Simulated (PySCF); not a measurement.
C2H6O2Si, SMILES O[SiH]1COC1.

Coordinates come from a PBE0-D3(BJ)/def2-SVP optimisation. This is a generated structure with no PubChem entry under its InChIKey; it may be hypothetical. The values are those of a single conformer.

Two levels are set side by side: PBE/def2-TZVP (PySCF) and CAM-B3LYP/def2-TZVP (PySCF). Same geometry, gas phase. Differences are taken from unrounded values.

```
quantity                     CAM-B3LYP    PBE  PBE minus CAM-B3LYP
---------------------------  ---------  -----  -------------------
orbital gap (eV)                  9.60   5.00                -4.60
highest occupied level (eV)      -8.49  -5.58                 2.90
lowest empty level (eV)           1.11  -0.59                -1.70
dipole moment (D)                 2.55   2.25                -0.31
mean polarisability (bohr³)       53.2   56.1                  3.0
```

PBE's occupied levels lie high since its potential decays too fast outside the molecule; exact exchange lowers them and widens the gap. Loosely held outer electrons make PBE densities more polarisable. Differences between two approximate levels are no errors against the true value.

Rough cost on one machine, each run with all the roots and properties that it gave: CAM-B3LYP against PBE within a factor of 2.
